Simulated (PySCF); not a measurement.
Oxygen: a sound run and one with changed settings

Sound run: O²⁺ [He] 2s2 2p2, O³⁺ [He] 2s2 2p1. All numbers are calculated (PySCF 2.14, the spin-free X2C one-electron Hamiltonian (Gaussian nucleus), in cc-pVDZ-DK (3s2p1d, 14 functions)). In the sound run the correlated levels freeze 1s2. The sound run starts from symmetry-adapted Hartree-Fock orbitals and uses a fine grid where one is needed.

Changed run: initial guess sap, at most 50 SCF cycles, level shift 0.1 hartree.

```tsv
species	method	sound run (hartree)	changed run (hartree)	converged
O²⁺	UHF	-73.13383	-73.13383	yes
O²⁺	r2SCAN	-73.28128	-73.28128	yes
O²⁺	M06-2X	-73.30632	-73.30632	yes
O²⁺	MP2	-73.18937	-73.18692	yes
O²⁺	CCSD(T)	-73.21221	-73.21221	yes
O³⁺	UHF	-71.12665	-71.12665	yes
O³⁺	r2SCAN	-71.23679	-71.23679	yes
O³⁺	M06-2X	-71.27958	-71.27958	yes
O³⁺	MP2	-71.17712	-71.17437	yes
O³⁺	CCSD(T)	-71.20901	-71.20901	yes
```

Ionisation energy of O²⁺:

```tsv
method	sound run (eV)	changed run (eV)
UHF	54.618	54.618
r2SCAN	55.633	55.633
M06-2X	55.150	55.150
MP2	54.756	54.764
SCS-MP2	54.654	54.668
CCSD	54.507	54.507
CCSD(T)	54.510	54.510
```

A level shift leaves the converged SCF energy unchanged but raises the virtual orbital energies, which shrinks MP2 if it is not removed.

For comparison, NIST gives 54.936 eV between the lowest levels.
